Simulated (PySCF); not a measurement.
How methods differ on the ionisation energy of Co²⁶⁺

Co²⁶⁺ 1s1 (2S) → Co²⁷⁺ (bare nucleus), as a difference of total energies. Calculation: PySCF 2.14, in an uncontracted even-tempered set (17 s from 28 bohr⁻², ratio 2.2; 7 p from 43 bohr⁻², ratio 2.4; 4 d from 130 bohr⁻², ratio 2.4; 3 f from 190 bohr⁻², ratio 2.4; 3 g from 290 bohr⁻², ratio 2.4); the spin-free X2C one-electron Hamiltonian (Gaussian nucleus). The calculations carry no spin-orbit coupling.

```
 method  ionisation energy (eV)  difference from reference (eV)
    UHF                 10016.7                            +4.6
    LDA                  9985.3                           -26.8
    PBE                 10012.6                            +0.5
   PBE0                 10013.7                            +1.6
 r2SCAN                 10017.0                            +4.9
r2SCAN0                 10016.9                            +4.8
```

Reference: 10012.1 eV (theoretical estimate listed by NIST; NIST Atomic Spectra Database, ionization energies).
